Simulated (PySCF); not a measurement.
C2H4F2Si, SMILES F/C=C(/F)[SiH3].

Coordinates come from a B3LYP-D3(BJ)/def2-SVP optimisation. The structure was generated by enumeration; whether it is a known compound was not checked.

Method: PySCF with PBE/def2-TZVP.

Symmetry labels are those of the subgroup Cs that the program uses (full group Cs).

Task: List the valence orbital energies around the gap with their symmetry. (Estimate from the structure and the level; the computed values follow.)

Result: 
```tsv
orbital	symmetry	energy (eV)
HOMO−7	A"	-11.73
HOMO−6	A"	-10.92
HOMO−5	A'	-10.85
HOMO−4	A'	-9.66
HOMO−3	A'	-8.71
HOMO−2	A"	-8.71
HOMO−1	A'	-8.06
HOMO	A"	-6.24
LUMO	A"	-1.42
LUMO+1	A'	-0.40
LUMO+2	A'	-0.10
LUMO+3	A'	0.80
```
